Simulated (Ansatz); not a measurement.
The cluster Si5Te3. The state is a triplet with charge 0. Geometry PBE-D4/def2-SVP, that of the neutral singlet; atoms count from 1.

```xyz
8

Si    1.721   -1.169    0.832
Si    1.650    1.370    0.149
Si   -2.200   -0.584   -0.681
Si   -1.883    1.065    0.981
Si    1.308   -0.418   -1.655
Te   -0.709    1.528   -1.381
Te   -0.215   -2.308   -0.548
Te    0.327    0.516    2.302
```

In the def2 sets Te takes a core potential; there is no spin–orbit coupling. At PBE0-D4/def2-TZVP a singlet of charge 0 lies 1.64 eV below the triplet at the same geometry. The structure comes from a short search, and lower isomers may exist.

**Question.** Estimate the Mulliken populations from the PBE0/def2-TZVP orbitals of Ansatz.

**Answer.** 
```csv
atom,charge (e),spin (α − β)
Si1,-0.02,0.22
Si2,-0.02,0.22
Si3,0.02,0.54
Si4,0.02,0.54
Si5,-0.02,0.22
Te6,0.01,0.10
Te7,0.00,0.08
Te8,0.00,0.08
```
Mulliken values depend strongly on the basis.

**Question.** Where does the spin sit?

**Answer.** Summed by element: Si 1.75, Te 0.25, of 2 unpaired in all. Largest on single atoms: Si4 0.54, Si3 0.54, Si5 0.22.

**Question.** And the Mayer bond orders between heavy atoms (over 0.3)?

**Answer.** Si1–Si2 0.56 (2.63 Å); Si1–Si5 0.56 (2.63 Å); Si1–Te7 0.81 (2.64 Å); Si1–Te8 0.81 (2.64 Å); Si2–Si5 0.72 (2.56 Å); Si2–Te6 0.59 (2.82 Å); Si2–Te8 0.71 (2.67 Å); Si3–Si4 0.96 (2.36 Å); Si3–Te6 0.75 (2.68 Å); Si3–Te7 0.96 (2.63 Å); Si4–Te6 0.75 (2.68 Å); Si4–Te8 0.96 (2.63 Å); Si5–Te6 0.59 (2.82 Å); Si5–Te7 0.71 (2.67 Å).
